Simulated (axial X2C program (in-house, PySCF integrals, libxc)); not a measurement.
Nuclear properties of RuIn

Calculated with an in-house all-electron X2C program for linear molecules (integrals from PySCF): two-component X2C with atomic mean-field Coulomb and Gaunt terms, Gaussian nuclei, basis In dyall-cv3z, Ru dyall-cv3z with contracted cores.

R = 2.667 Å (near the PBE0 minimum at charge 0 of the determinant lowest at the starting distance; the state shown can have its own minimum elsewhere).

Determinant lowest in the PBE0 search, Ω = 3/2 (⟨Sz⟩ = 1.49, ⟨Lz⟩ = 0.01 at PBE0), spin on the atoms In -0.14, Ru 1.64:

| level | Eeff magnitude (GV/cm) | Ws magnitude In (kHz) | Ws magnitude Ru (kHz) | A∥/gI In (MHz) | qzz In (a.u.) | A∥/gI Ru (MHz) | qzz Ru (a.u.) | μ (D) |
| --- | --- | --- | --- | --- | --- | --- | --- | --- |
| PBE0 | 1.39 | 0.186 | 0.412 | 43.2 | -5.03 | 594 | -3.57 | 0.19 |
| HF | 7.67 | 2.59 | 0.449 | -107 | -4.83 | 510 | -3.43 | 0.28 |
| TPSSh | 0.969 | 0.11 | 0.329 | 46.1 | -4.79 | 643 | -3.66 | 0.21 |
| B3LYP | 0.721 | 0.0885 | 0.236 | 19.7 | -4.80 | 534 | -3.55 | -0.19 |
| BP86 | 0.389 | 0.238 | 0.157 | 94 | -4.12 | 1020 | -4.29 | -0.07 |

Eeff is the effective electric field on the electron electric dipole moment in this Ω state and Ws the scalar–pseudoscalar constant of the nucleus named (defined with the proton number Z and per Ω); A∥ (defined per Ω) follows by multiplying with gI = μI/(I μN); qzz is the electric field gradient, eQq0 = 234.96 MHz × Q/barn × qzz; μ is positive if the Ru end (last atom) is positive. The operators were transformed with the bare-nucleus X2C matrices; with these basis sets, hyperfine constants and field gradients can be off by tens of per cent, and where levels differ in sign neither size nor sign is settled.

Q: With Q(115In) = 0.772 barn, Q(101Ru) = 0.457 barn (Q from Pyykkö, Mol. Phys. 2018), turn the PBE0 values of the first state into constants in MHz.

A: eQq0(115In) = 234.96 × (0.772) × (-5.03) = -912 MHz; eQq0(101Ru) = 234.96 × (0.457) × (-3.57) = -383 MHz.

Each state is one determinant with collinear spin, which with several unpaired electrons need not be a pure state. Unrestricted Hartree–Fock can overshoot spin polarisation at the nuclei. In the state Ω = 3/2 the sign of Eeff differs between levels (BP86 against PBE0). This is the top spin component of a Σ state; components of lower Ω are not single determinants and can lie lower. With several open shells hyperfine constants can be off by a factor of several. Where Eeff spreads by more than a factor of two the levels disagree and none is to be relied on. States lie within half an eV, so the first need not be the ground state. The sign of Ws at In differs between levels in the first state. Further determinants of the search, some of them spin-mixed, are not shown. Where a field gradient or hyperfine factor spreads by more than a factor of two over the levels, a constant derived from it is not to be relied on.
